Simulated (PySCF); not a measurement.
In(CF3)(OH)2 (CH2F3InO2), SMILES [OH][In]([OH])[C](F)(F)F.

Geometry optimised at B3LYP-D3(BJ)/def2-SVP. The def2 effective core potentials stand for the cores of In; spin–orbit coupling is left out. Other conformers were not sampled.

Two levels are set side by side: PBE/def2-TZVP (PySCF) and r2SCAN/def2-TZVP (PySCF). Same geometry, gas phase. Differences are taken from unrounded values.

```
quantity                     r2SCAN    PBE  PBE minus r2SCAN
---------------------------  ------  -----  ----------------
orbital gap (eV)               4.75   4.18             -0.57
highest occupied level (eV)   -7.38  -7.00              0.38
lowest empty level (eV)       -2.62  -2.82             -0.19
dipole moment (D)              1.45   1.40             -0.05
mean polarisability (bohr³)    57.2   59.7               2.5
```

Rough cost on one machine, each run with all the roots and properties that it gave: r2SCAN against PBE about 3 times.
